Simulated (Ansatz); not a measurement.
Si2Te. The state is a triplet with charge 0. Geometry r2SCAN-D4/def2-TZVP; atoms count from 1.

```xyz
3

Si    1.1517    0.7137    0.1902
Si   -0.5062   -0.4797    1.1771
Te   -0.6455   -0.2340   -1.3672
```

In the def2 sets Te takes a core potential; there is no spin–orbit coupling. At PBE0-D4/def2-TZVP a singlet of charge 0 lies 0.71 eV below the triplet, each at its own geometry. The structure comes from a short search, and lower isomers may exist.

Question: Estimate the Mulliken populations from the PBE0/def2-TZVP orbitals of Ansatz.

Answer: 
| atom | charge (e) | spin (α − β) |
| --- | --- | --- |
| Si1 | 0.05 | 0.79 |
| Si2 | 0.05 | 0.79 |
| Te3 | -0.10 | 0.42 |
Mulliken values depend strongly on the basis.

Question: Where does the spin sit?

Answer: Summed by element: Si 1.58, Te 0.42, of 2 unpaired in all. Largest on single atoms: Si1 0.79, Si2 0.79, Te3 0.42.

Question: And the Mayer bond orders between heavy atoms (over 0.3)?

Answer: Si1–Si2 1.43 (2.27 Å); Si1–Te3 1.18 (2.56 Å); Si2–Te3 1.18 (2.56 Å).
